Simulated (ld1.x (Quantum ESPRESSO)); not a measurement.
# Reading a pseudo-wave (indium (In))

Columns: radius, all-electron u(r) and pseudo u(r) of the 5p shell (level -2.69 eV) of indium in the configuration [Kr] 4d10 5s1.75 5p1.25; Wu–Cohen, scalar-relativistic, TM semilocal scheme, ld1.x (Quantum ESPRESSO) 7.5.

| r (bohr) | all-electron | pseudo |
| --- | --- | --- |
| 0.086 | 0.0809 | -0.0096 |
| 0.172 | -0.0766 | -0.0362 |
| 0.258 | -0.1413 | -0.0732 |
| 0.344 | -0.0795 | -0.1117 |
| 0.430 | 0.0310 | -0.1432 |
| 0.516 | 0.1323 | -0.1619 |
| 0.602 | 0.1990 | -0.1672 |
| 0.688 | 0.2264 | -0.1618 |
| 0.774 | 0.2197 | -0.1510 |
| 0.860 | 0.1875 | -0.1394 |
| 0.946 | 0.1383 | -0.1308 |
| 1.032 | 0.0791 | -0.1274 |
| 1.118 | 0.0155 | -0.1309 |
| 1.204 | -0.0490 | -0.1424 |
| 1.290 | -0.1117 | -0.1633 |
| 1.376 | -0.1712 | -0.1940 |
| 1.462 | -0.2264 | -0.2334 |
| 1.548 | -0.2769 | -0.2780 |
| 1.634 | -0.3225 | -0.3225 |
| 1.720 | -0.3633 | -0.3633 |
| 1.806 | -0.3993 | -0.3993 |
| 1.892 | -0.4309 | -0.4309 |
| 1.978 | -0.4583 | -0.4583 |
| 2.064 | -0.4818 | -0.4818 |
| 2.150 | -0.5018 | -0.5018 |
| 2.236 | -0.5184 | -0.5184 |

(1) How many radial nodes do the two functions have?

(2) At about which radius was the pseudo-wave matched?

(3) Is the pseudo-wave norm-conserving?

Results:

(1) The all-electron 5p function has n − l − 1 = 3; the pseudo-wave has 0, since the states of the same l below it are removed with the core.

(2) 1.72 bohr, where the columns begin to agree (steps of 0.09 bohr).

(3) Yes: the TM semilocal scheme keeps the norm inside the radius equal to the all-electron one, which fixes the energy derivative of the logarithmic derivative at the level.
